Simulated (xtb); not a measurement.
F₃S, SMILES [S+](F)(F)F, charge +1. All values are semi-empirical tight-binding results from xtb (GFN2-xTB unless named), good for trends rather than for accurate numbers. The structure is a stationary point at GFN2-xTB. The isomer is the one that the SMILES or the coordinates give; other isomers of the formula were not compared.

```yaml
point_group_as_xtb_finds_it: C3v
orbital_gap: 7.56 eV
zero_point_energy: 4.6 kcal/mol
G − E(el) at 298.15 K (modified RRHO): -12.0 kcal/mol
static polarisability (D4 model): 27.9 bohr³
solvation energy, GFN2-xTB/ALPB(water): -75.4 kcal/mol
solvation energy, GFN2-xTB/ALPB(octanol): -78.6 kcal/mol
```
